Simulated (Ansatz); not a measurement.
Relaxation of AlFH4O2Se (9 atoms, charge 0, multiplicity 1), to a largest force component of 0.03 eV/Å in at most 50 steps.

Theory: Ansatz 0.2.0, RKS PBE0/def2-SVP.

```xyz
9
Properties=species:S:1:pos:R:3
Al -0.420 -0.142 -0.885
F 1.026 -1.091 -0.746
O -0.459 1.191 -1.926
O -1.791 -0.629 -0.052
H 1.784 -0.330 1.153
Se 1.520 0.768 2.134
H 0.295 1.590 -2.360
H -2.439 -1.327 -0.121
H 0.483 -0.031 2.803
```

Problem. Where does it end, and by what steps?

Solution. The forces met the threshold. The force dipped under the threshold on the way, but the program's further checks kept it going. After 19 steps the energy has fallen by 0.506 eV; Se6 moved furthest, 0.71 Å. Joined: Al1–Se6.

```
step  energy less start (eV)  largest force component (eV/Å)  accepted
   0                  0.0000                           1.294       yes
   1                 -0.1162                           0.776       yes
   2                 -0.2256                           0.545       yes
   3                 -0.3263                           0.479       yes
   4                 -0.3886                           0.535       yes
   5                 -0.4427                           0.395       yes
   6                 -0.4800                           0.257       yes
   7                 -0.4786                           0.431        no
   8                 -0.4929                           0.141       yes
   9                 -0.4954                           0.120       yes
  10                 -0.4976                           0.050       yes
  11                 -0.5000                           0.057       yes
  12                 -0.4995                           0.551        no
  13                 -0.5034                           0.055       yes
  14                 -0.5030                           0.145        no
  15                 -0.5048                           0.029       yes
  16                 -0.5056                           0.156       yes
  17                 -0.5058                           0.111       yes
  18                 -0.5060                           0.041       yes
  19                 -0.5062                           0.016       yes
```

```xyz
9
Properties=species:S:1:pos:R:3
Al -0.142 -0.127 -0.625
F 1.100 -1.157 -1.083
O -0.461 1.224 -1.621
O -1.428 -0.766 0.313
H 2.012 -0.423 1.544
Se 1.076 0.712 1.579
H 0.109 1.473 -2.348
H -2.316 -0.856 -0.037
H 0.050 -0.080 2.278
```

Whether the end is a true minimum wasn't checked by a vibrational analysis.

The run took 57 s on 2 threads of Arm Neoverse V2, with other jobs on the host, peak memory 0.26 GiB.
